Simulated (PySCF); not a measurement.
Geometry:
| atom | x (Å) | y (Å) | z (Å) |
| --- | --- | --- | --- |
| C1 | 2.056 | -1.882 | -0.862 |
| C2 | 1.280 | -0.690 | -0.401 |
| O3 | 1.278 | -0.251 | 0.731 |
| O4 | 0.559 | -0.112 | -1.356 |
| Si5 | -0.345 | 1.281 | -0.809 |
| Si6 | 1.135 | 2.849 | 0.116 |
| Si7 | -1.947 | 0.528 | 0.730 |
| Si8 | -2.310 | -1.752 | 0.316 |
| H9 | 2.772 | -1.572 | -1.637 |
| H10 | 2.585 | -2.334 | -0.017 |
| H11 | 1.373 | -2.609 | -1.323 |
| H12 | -0.977 | 1.728 | -2.084 |
| H13 | 2.518 | 2.574 | -0.382 |
| H14 | 0.747 | 4.233 | -0.304 |
| H15 | 1.100 | 2.768 | 1.605 |
| H16 | -3.233 | 1.267 | 0.518 |
| H17 | -1.490 | 0.756 | 2.134 |
| H18 | -1.021 | -2.504 | 0.422 |
| H19 | -3.281 | -2.335 | 1.292 |
| H20 | -2.850 | -1.926 | -1.067 |

Computational details: geometry from PBE0-D3(BJ)/def2-SVP, GIAO HF/pcSseg-1 shieldings, in PySCF 2.14.0 with density-fitted response routines (a single conformation, equivalent nuclei averaged, in vacuum, no relativistic terms).

Referencing at the same level of theory: 13C (σ = 190.85 ppm), 1H (σ = 31.69 ppm), 29Si (σ = 393.43 ppm) vs TMS; H2O for 17O (σ = 333.31 ppm).

| atoms | nucleus | count | δ (ppm) |
| --- | --- | --- | --- |
| O3 | 17O | 1 | 438.5 |
| H18/H19/H20 | 1H | 3 | 3.30 |
| Si8 | 29Si | 1 | ? |
| Si6 | 29Si | 1 | ? |
| H12 | 1H | 1 | 4.72 |
| C2 | 13C | 1 | 186.3 |
| H13/H14/H15 | 1H | 3 | 3.49 |
| H17 | 1H | 1 | 3.45 |
| Si5 | 29Si | 1 | ? |
| H9/H10/H11 | 1H | 3 | 2.16 |
| C1 | 13C | 1 | 22.6 |
| O4 | 17O | 1 | ? |
| Si7 | 29Si | 1 | -92.0 |
| H16 | 1H | 1 | 3.07 |

Task: Estimate the values marked ?.

Result: 
- O4: 169.5 ppm, oxygen bonded to C, Si
- Si5: -3.1 ppm, silicon bonded to O, 2 Si, H
- Si6: -83.4 ppm, silicon bonded to Si, 3 H
- Si8: -91.7 ppm, silicon bonded to Si, 3 H

Shifts are as computed. Against solution values, carbons near 30 ppm lie about -0 ppm off and those near 130 ppm about +7 ppm. Of 1211 compounds with measured shifts, 218 miss one by over three times the rms of a fit or turn the order of signals round; such compounds aren't used in these exercises. Unscaled 17O shifts of doubly bonded oxygen tend to come out too high, by tens of ppm or more. Experimental scales use liquid or dissolved standards, which lie at an offset from isolated H2O (liquid H2O: subtract about 36 ppm).
